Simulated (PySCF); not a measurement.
B(H)(SeH)2 (BH3Se2), SMILES [SeH]B[SeH].

Coordinates come from a B3LYP-D3(BJ)/def2-SVP optimisation. This is a generated structure with no PubChem entry under its InChIKey; it may be hypothetical. Other conformers were not sampled.

These are TDA-B3LYP/def2-SVPD (PySCF) values and carry that method's errors.

Vertical excitations. The molecule is in vacuum. State labels are in the subgroup C2v.

```
state  symmetry  energy (eV)  λ (nm)      f                                              main pairs
-----  --------  -----------  ------  -----  ------------------------------------------------------
S1           A2         4.91     253  0.000                                        HOMO→LUMO+1 98 %
S2           B2         5.09     243  0.331                                          HOMO→LUMO 94 %
S3           B1         5.95     208  0.028  HOMO→LUMO+2 53 %, HOMO−1→LUMO+1 30 %, HOMO−2→LUMO 10 %
S4           B1         5.98     207  0.000                                        HOMO−2→LUMO 89 %
S5           A2         6.18     201  0.000                                        HOMO→LUMO+3 97 %
S6           A1         6.29     197  0.048                                        HOMO−1→LUMO 87 %
S7           B1         6.33     196  0.002                    HOMO−1→LUMO+1 58 %, HOMO→LUMO+2 39 %
S8           A2         6.49     191  0.000                                        HOMO−3→LUMO 92 %
S9           B1         6.57     189  0.056                                        HOMO→LUMO+4 87 %
S10          A1         6.85     181  0.006                                      HOMO−2→LUMO+1 96 %
T1           B2         3.93     316      0                                          HOMO→LUMO 99 %
T2           A2         4.62     268      0                                        HOMO→LUMO+1 96 %
T3           A1         4.84     256      0                                        HOMO−1→LUMO 99 %
T4           B1         5.46     227      0                    HOMO−2→LUMO 71 %, HOMO−1→LUMO+1 11 %
```
Triplets are in the Tamm–Dancoff approximation.
